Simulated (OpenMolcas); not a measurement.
## Rh II: effect of correlating more closed shells

```
Program             : OpenMolcas 26.06
Basis               : ANO-RCC-VQZP [8s7p5d3f2g1h]
Scalar Hamiltonian  : DKH2, point nucleus
Active space        : 8 electrons in 6 orbitals (4d 5s)
State averaging     : 2S+1 = 3 even, 55 roots; 2S+1 = 5 even, 10 roots kept (CI in the orbitals of an earlier block); 2S+1 = 1 even, 43 roots kept (CI in the orbitals of an earlier block)
Spin-orbit coupling : RASSI with atomic mean-field integrals over the reference wave functions, term energies averaged over their components
```

Methods on the same reference wave functions:
A. CASSCF
B. MS-CASPT2, IPEA 0.25 Eh, imaginary shift 0.1 Eh (closed shells correlated: 4s 4p)
C. MS-CASPT2, IPEA 0.25 Eh, imaginary shift 0.1 Eh (closed shells correlated: 3d 4s 4p)

Energies in cm⁻¹ above 4d⁸ ³F₄, the measured ground level; measured values from NIST Handbook of Basic Atomic Spectroscopic Data.

```csv
Level,A,B,C,Measured
4d⁸ ³F₄,0.0,0.0,0.0,0.0
4d⁸ ³F₃,2522,2560,2560,2401
4d⁸ ³F₂,3921,3630,3620,3581
4d⁷ 5s ⁵F₅,6376,15110,14690,16885
4d⁷ 5s ⁵F₄,7975,16700,16280,18540
4d⁷ 5s ⁵F₃,9200,17930,17510,19792
4d⁷ 5s ⁵F₂,10055,18770,18350,20647
4d⁷ 5s ⁵F₁,10598,19300,18880,21180
4d⁸ ³P₂ [55 %],10864,7260,7190,
4d⁸ ³P₁,13598,9560,9480,10515
4d⁸ ³P₀,13986,9820,9740,10761
4d⁸ ¹D₂ [53 %],14263,10800,10730,
4d⁷ 5s ³F₄(1),16965,23280,22860,25377
4d⁸ ¹G₄,18520,13830,13760,14855
4d⁷ 5s ³F₃(1),19301,25400,24980,27439
4d⁷ 5s ³F₂(1),20708,26690,26270,28835
4d⁷ 5s ⁵P₃,20961,26730,26250,
4d⁷ 5s ⁵P₂,21538,27050,26580,
4d⁷ 5s ⁵P₁,22337,27930,27460,
4d⁷ 5s ³G₅,23953,30300,29830,
4d⁷ 5s ³G₄,24866,31110,30650,
4d⁷ 5s ³G₃,25982,32340,31870,
4d⁷ 5s ³H₆,28835,34670,34200,
4d⁷ 5s ³P₂(1) [64 %],29230,33060,32580,
```

Deviations, from unrounded energies. A percentage is the sum of absolute deviations over the sum of measured energies, with the sign that they share, or ± where signs differ.

| Against measurement | Levels | A | B | C |
| --- | --- | --- | --- | --- |
| mean absolute deviation (cm-1) | 13 | 6800 | 1400 | 1700 |
| fine structure of the ground term (%) | 2 | +7.7 | +3.5 | +3.4 |
| other terms of the ground configuration (%) | 3 | +27.6 | -8.1 | -8.7 |
| other configurations (%) | 8 | -43.4 | -8.7 | -10.6 |

B lies closest to measurement on these levels and A furthest from it. The largest miss of B in the table is 4d⁷ 5s ³F₂(1), by -2100 cm-1. The ranking rests on the paired levels alone, and a cruder setting can come out closer through cancelling errors.

Between B and C the level of the table that moves most is 4d⁷ 5s ³P₂(1) [64 %], by 490 cm-1 (lowest in C, highest in B). Moves below CASPT2's spread within the term are not significant.

The mean deviations of B to C differ by less than CASPT2's widest spread within a term (1500 cm-1), so their order carries little weight.

From A to B the spin-free energies of the other terms of 4d⁸ shown, above ³F, scale by factors of 0.63 to 0.72.

The lowest spin-free term lies below A's lowest term by 0.624 hartree in B, 0.726 hartree in C.

What an inner shell adds also hangs on whether the basis holds functions to correlate it.

CASPT2 does not keep the components of a term degenerate, so their means are used; among the terms shown or strongly mixed into the levels shown the widest spread is 1500 cm-1 (4d⁸ ¹G, C). Terms from blocks run as CI alone lack orbitals of their own. A single d shell beside an s shell can misplace configurations of different d count against each other. Without dynamic correlation excited terms often stand tens of per cent too high (terms of higher spin than the ground term too low), and those without a measured partner can miss by more than the paired ones (holds for A). Some levels mix across a computed gap that differs much from the measured one, so their mixing is not that of the real levels (holds for A). The CASPT2 spread within a term exceeds the gap to the next term for 4d⁷ 5s ³P(1) and 4d⁷ 5s ³H, so the order of their levels is uncertain (holds for B; C). Computed and measured levels are paired by configuration, term and J; levels that our copy of the source lacks, or whose pairing is in doubt (as where it misses far off the trend of its configuration), stay unpaired and out of the deviations. Only configurations of the active space appear. The table leaves out levels that lie high or whose names do not pair safely across all columns.

A share in square brackets marks a mixed level and gives the weight of the term that names it, the lowest over the columns. A number in round brackets counts repeated terms of one configuration in the order of the reference energies.
